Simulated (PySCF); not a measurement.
CH₆AlOP.

```xyz
10

Al     0.2890    -0.2321     0.2922
C      2.1458    -0.5002    -0.2346
H      2.2220    -1.3102    -0.9815
H      2.7700    -0.7830     0.6284
H      2.5787     0.4022    -0.6981
O     -0.1844    -0.8618     1.8100
H     -1.0594    -0.8308     2.2061
P     -1.2353     0.9987    -1.0024
H     -2.3186     0.0916    -0.7752
H     -0.8194     0.3638    -2.2155
```

Coordinates come from a B3LYP-D3(BJ)/def2-SVP optimisation. The structure was generated by enumeration; whether it is a known compound was not checked. Other conformers were not sampled.

Level of theory: PBE/pcSseg-1 run with PySCF. Non-relativistic, no solvent.

Question: Give the absolute GIAO shielding of each atom: isotropic value and principal components (ppm). (The exact figures need the calculation; the answer reports its results.)

Answer: 
```csv
atom,σ(iso),σ11,σ22,σ33,span
Al1,322.3,241.8,324.9,400.2,158.4
C2,188.9,178.2,186.7,201.6,23.5
H3,31.5,27.7,28.8,37.9,10.2
H4,31.3,26.7,28.4,38.9,12.3
H5,31.5,27.5,29.2,37.7,10.2
O6,228.0,127.1,274.5,282.4,155.4
H7,28.0,22.6,23.1,38.2,15.7
P8,608.6,535.8,622.6,667.5,131.7
H9,30.3,25.6,27.0,38.2,12.6
H10,30.3,25.6,27.5,37.8,12.2
```
